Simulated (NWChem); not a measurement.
# CH$_{4}$BFOS; SMILES COB(F)S

```xyz
9

B      0.5587    -0.1047    -0.0852
F      1.7466    -0.6706    -0.2639
O      0.4686     1.2256    -0.2332
C     -0.7314     1.9384    -0.0703
H     -1.4986     1.6044    -0.7888
H     -1.1331     1.8223     0.9503
H     -0.5252     3.0027    -0.2470
S     -0.8846    -1.1318     0.3473
H     -0.1979    -2.2926     0.3486
```
Atoms are numbered in this order, from 1.

Geometry: optimised at PBE0/def2-SVP.

Task: Give the principal values of the shielding tensors (ppm) of B1, F2, O3, C4, S8 from PBE/pcSseg-1, GIAO (NWChem), with their diamagnetic and paramagnetic parts as GIAO splits them.

Result: 
```tsv
atom	σ11	σ22	σ33	isotropic	diamagnetic	paramagnetic
B1	43.4	74.2	83.1	66.9	198.2	-131.3
F2	99.3	281.6	315.3	232.1	471.3	-239.2
O3	10.6	276.1	316.0	200.9	393.2	-192.3
C4	96.9	99.9	179.3	125.4	247.4	-122.0
S8	547.0	612.3	780.8	646.7	1057.7	-411.0
```
